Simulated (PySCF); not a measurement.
Atoms are numbered as in `[CH3:1][CH2:2]/[CH:3]=[CH:4]/[CH2:5][O:6][SiH2:7][F:8]`. Each H is labelled by its parent atom.

- shielding tensors at PBE0/pcSseg-1 (GIAO)
- GFN2-xTB geometry
- program: PySCF
- one averaged value for each set of equivalent atoms, in vacuum, non-relativistic, a single conformation

**Question.** List the cross peaks expected in HSQC, COSY and HMBC spectra.

**Answer.** 

HSQC (one-bond C–H):
```csv
δH,δC
6.05 (H(C4)),135.1 (C4)
5.92 (H(C3)),145.5 (C3)
4.42 (H(C5)),65.7 (C5)
2.23 (H(C2)),32.1 (C2)
1.06 (H(C1)),16.8 (C1)
```

COSY cross peaks (H two or three bonds apart, from the bond graph; peaks can be absent where the dihedral angle is near 90°):
```csv
δH,δH
6.05 (H(C4)),5.92 (H(C3))
6.05 (H(C4)),4.42 (H(C5))
5.92 (H(C3)),2.23 (H(C2))
2.23 (H(C2)),1.06 (H(C1))
```

HMBC (two and three bonds, from the bond graph):
```csv
δH,δC
6.05 (H(C4)),"145.5 (C3), 65.7 (C5), 32.1 (C2)"
5.92 (H(C3)),"135.1 (C4), 65.7 (C5), 32.1 (C2), 16.8 (C1)"
4.97 (H(Si7)),65.7 (C5)
4.42 (H(C5)),"145.5 (C3), 135.1 (C4)"
2.23 (H(C2)),"145.5 (C3), 135.1 (C4), 16.8 (C1)"
1.06 (H(C1)),"145.5 (C3), 32.1 (C2)"
```

Chemical shifts δ = σref − σ; TMS for ¹H and ¹³C, all at this level.

Short H···H contacts in this conformer between protons four or more bonds apart (candidates for NOE cross peaks, intensity ∝ r⁻⁶): H(C2)···H(C4) 2.41 Å, H(C3)···H(C5) 2.41 Å, H(C1)···H(C3) 2.59 Å.

Shifts are as computed. Against solution values, carbons near 30 ppm lie about +3 ppm off and those near 130 ppm about +5 ppm. Of 1211 compounds with measured shifts, 218 miss one by over three times the rms of a fit or turn the order of signals round; such compounds aren't used in these exercises.
